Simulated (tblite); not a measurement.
Species: C3H11Ge2NSe.
SMILES with atom numbers: `[CH3:1][C@@H:2]1[NH:3][GeH2:4][Se:5][CH2:6][GeH2:7]1` (hydrogens: H8, H9, H10 on C1; H11 on C2; H12 on N3; H13, H14 on Ge4; H15, H16 on C6; H17, H18 on Ge7)

Computed with GFN2-xTB (tblite), gas phase: L-BFGS steps from a force-field or distance-geometry start until the largest atomic force falls under 0.01 eV/Å.

Geometry at step 8:
```
atom  x, y, z in Å
C1      0.2609   -2.3971   -0.0130
C2      0.1734   -0.8999   -0.3057
N3      1.4333   -0.2062   -0.0532
Ge4     1.5809    1.5167   -0.6485
Se5     0.1661    2.8882    0.5996
C6     -1.4520    1.8192    0.1632
Ge7    -1.3198   -0.0714    0.7323
H8      0.4460   -2.5730    1.0489
H9     -0.7035   -2.8415   -0.2626
H10     1.0421   -2.8901   -0.5950
H11    -0.0145   -0.7598   -1.3779
H12     1.6872   -0.3038    0.9239
H13     1.1402    1.4555   -2.0839
H14     3.0251    1.9388   -0.5543
H15    -2.2864    2.3441    0.6160
H16    -1.5750    1.8785   -0.9164
H17    -2.6387   -0.7831    0.5113
H18    -0.9739   -0.1089    2.2036
```

Q: Give the atomic forces at this geometry.

A: 
| atom | Fx (eV/Å) | Fy (eV/Å) | Fz (eV/Å) |
| --- | --- | --- | --- |
| C1 | 0.003 | 0.024 | -0.019 |
| C2 | 0.141 | -0.095 | -0.072 |
| N3 | 0.083 | -0.018 | 0.025 |
| Ge4 | 0.173 | -0.129 | 0.023 |
| Se5 | -0.042 | 0.202 | 0.089 |
| C6 | 0.005 | -0.003 | -0.060 |
| Ge7 | -0.115 | -0.040 | 0.128 |
| H8 | 0.049 | 0.054 | -0.091 |
| H9 | 0.074 | -0.067 | -0.011 |
| H10 | -0.057 | 0.151 | 0.067 |
| H11 | -0.112 | -0.064 | 0.007 |
| H12 | 0.095 | -0.089 | 0.006 |
| H13 | -0.028 | -0.006 | -0.159 |
| H14 | -0.051 | -0.045 | 0.071 |
| H15 | -0.099 | 0.057 | 0.130 |
| H16 | -0.043 | -0.012 | -0.129 |
| H17 | 0.018 | 0.100 | 0.046 |
| H18 | -0.096 | -0.021 | -0.051 |

The largest, 0.22 eV/Å, acts on Se5; the rms over all components is 0.083 eV/Å. The forces sum to zero within rounding, as they must for an isolated molecule in no field.

Q: Give the force on Se5 in Eh/bohr and in nN.

A: 0.225 eV/Å ÷ 51.422 = 0.00437 Eh/bohr, and 0.225 eV/Å × 1.602 = 0.36 nN.

Q: How far is this geometry from the end of the optimisation?

A: 0.057 eV above it, and 0.118 Å rms away after alignment. The bonds farthest from their final lengths, with half the difference of the two atoms' forces along the bond (positive lengthens):

```tsv
bond	now (Å)	final (Å)	force along bond (eV/Å)
Ge4–Se5	2.332	2.352	+0.18
C2–Ge7	1.998	2.018	+0.16
Ge4–H13	1.503	1.513	+0.11
N3–Ge4	1.829	1.818	-0.05
Se5–C6	1.988	1.995	+0.05
C1–C2	1.528	1.522	-0.06
```

The angle farthest from its final value is C6–Ge7–H17, 110.4° against 106.8°.

Of the 4 listed bonds off by 0.010 Å or more, this force points towards the final length in 4.

The cost below is that of the whole relaxation. On Arm Neoverse N1, one thread, shared host, this took 1.0 s wall.
